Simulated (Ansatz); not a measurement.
Species: SrF, net charge 0, doublet state. SMILES: [Sr][F]
Geometry: optimised at B3LYP-D3(BJ)/def2-TZVP (Ansatz, a first-principles code).

Quantity: atomisation energy (electronic, to ground-state atoms), in kJ/mol. Cores are frozen in the correlated levels unless marked. UHF or UKS for open shells. Spin-orbit coupling is left out. Frozen are the shells of the preceding noble gas and the d and f shells that filled before the atom's block. The outer core of K, Ca and their heavier congeners is not correlated, a term that matters for these elements. Past Kr the def2 sets carry scalar-relativistic core potentials. CBS(X,Y): correlation extrapolated as X^-3; Hartree-Fock from the larger set. The bracket is a focal-point correction in the basis named.

```json
[
 {"level": "SVWN5/def2-TZVPD", "program": "Ansatz", "atomisation energy (kJ/mol)": "617.5"},
 {"level": "BLYP-D3(BJ)/def2-TZVPD", "program": "Ansatz + dftd3", "atomisation energy (kJ/mol)": "542.4"},
 {"level": "revPBE-D4/def2-TZVPD", "program": "Ansatz + dftd4", "atomisation energy (kJ/mol)": "542.5"},
 {"level": "B3LYP-D4/def2-TZVPD", "program": "Ansatz + dftd4", "atomisation energy (kJ/mol)": "528.3"},
 {"level": "PBE0-D3(BJ)/def2-TZVPD", "program": "Ansatz + dftd3", "atomisation energy (kJ/mol)": "527.5"},
 {"level": "HSE06-D3(BJ)/def2-TZVPD", "program": "Ansatz + dftd3", "atomisation energy (kJ/mol)": "526.6"},
 {"level": "HSE06-D4/def2-TZVPD", "program": "Ansatz + dftd4", "atomisation energy (kJ/mol)": "527.4"},
 {"level": "B2PLYP/def2-TZVPD", "program": "Ansatz", "atomisation energy (kJ/mol)": "527.7"},
 {"level": "MP2/def2-TZVPPD", "program": "Ansatz", "atomisation energy (kJ/mol)": "564.2"},
 {"level": "MP2/CBS(def2-TZVPPD,def2-QZVPPD)", "program": "Ansatz", "atomisation energy (kJ/mol)": "580.3"},
 {"level": "RI-MP2/def2-TZVPP", "program": "Ansatz", "atomisation energy (kJ/mol)": "550.0"},
 {"level": "SCS-MP2/def2-QZVPPD", "program": "Ansatz", "atomisation energy (kJ/mol)": "548.4"},
 {"level": "CCSD/CBS(def2-TZVPPD,def2-QZVPPD)", "program": "Ansatz", "atomisation energy (kJ/mol)": "520.5"},
 {"level": "RI-MP2/CBS(def2-TZVPP,def2-QZVPP)+[CCSD(T)-MP2]/def2-SVP", "program": "Ansatz", "atomisation energy (kJ/mol)": "533.8"}
]
```
